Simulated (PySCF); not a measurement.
All of these have the formula C4H8BFO2. Method used: TDDFT PBE0/def2-SVPD, vertical, gas phase, core orbitals frozen in the response (PySCF). Geometries: PBE0-D3(BJ)/def2-SVP; one conformer of each isolated species. Triplets are in the Tamm–Dancoff approximation.

A. `CB1OCC(F)CO1`
B. `O1BO[C@H]([C@@H]1CC)F`
C. `COB(/C=C/F)OC`
D. `OB(O)[C@@H]1CC[C@@H]1F`

Lowest singlet levels (six at most, fewer where fewer were computed) with oscillator strengths:

1. 6.34 eV (f 0.204); 6.74 eV (f 0.222); 6.86 eV (f 0.001); 7.02 eV (f 0.034); 7.32 eV (f 0.001); 7.57 eV (f 0.001); T1 3.98 eV
2. 7.64 eV (f 0.000); 7.68 eV (f 0.000); 7.94 eV (f 0.002); 8.25 eV (f 0.032); 8.27 eV (f 0.005); 8.30 eV (f 0.015); T1 7.35 eV
3. 7.76 eV (f 0.003); 8.02 eV (f 0.054); 8.20 eV (f 0.003); 8.24 eV (f 0.012); 8.27 eV (f 0.010); 8.53 eV (f 0.018); T1 7.36 eV
4. 8.20 eV (f 0.071); 8.40 eV (f 0.007); 8.42 eV (f 0.008); 8.85 eV (f 0.018); 8.88 eV (f 0.003); 9.08 eV (f 0.017); T1 7.18 eV

Problem. Which spectrum belongs to which structure?

Solution. 1 = C, 2 = A, 3 = D, 4 = B.
- A: S1 at 7.64 eV, HOMO→LUMO (70%), HOMO-1→LUMO (25%); Löwdin shares by element: HOMO oxygen 49%, carbon 21% or more (atoms not listed hold the other 30%); LUMO boron 44%, carbon 11% or more, oxygen 6% or more (atoms not listed hold the other 39%); HOMO -8.59 and LUMO 0.24 eV.
- B: S1 at 8.20 eV, HOMO→LUMO (90%); Löwdin shares by element: HOMO oxygen 55%, carbon 22% or more (atoms not listed hold the other 23%); LUMO boron 40%, oxygen 36%, hydrogen 13% or more; HOMO -8.99 and LUMO 0.36 eV.
- C: S1 at 6.34 eV, HOMO→LUMO (78%), HOMO-1→LUMO (19%); Löwdin shares by element: HOMO carbon 61% or more, fluorine 13%, oxygen 11% or more (atoms not listed hold the other 15%); LUMO carbon 54% or more, boron 15%, fluorine 8% (atoms not listed hold the other 23%); HOMO -7.62 and LUMO -0.70 eV.
- D: S1 at 7.76 eV, HOMO→LUMO (76%), HOMO→LUMO+1 (20%); Löwdin shares by element: HOMO carbon 31% or more, boron 12%, oxygen 11% or more (atoms not listed hold the other 46%); LUMO boron 41%, oxygen 21%, hydrogen 8% or more (atoms not listed hold the other 30%); HOMO -8.58 and LUMO 0.27 eV.
A and D have S1 within 0.12 eV of each other; their strongest listed levels stand at 8.25 eV (f 0.032) and 8.02 eV (f 0.054).

Without π bonds the low states are Rydberg-like; a valence basis with one diffuse set may place them up to an eV too high.
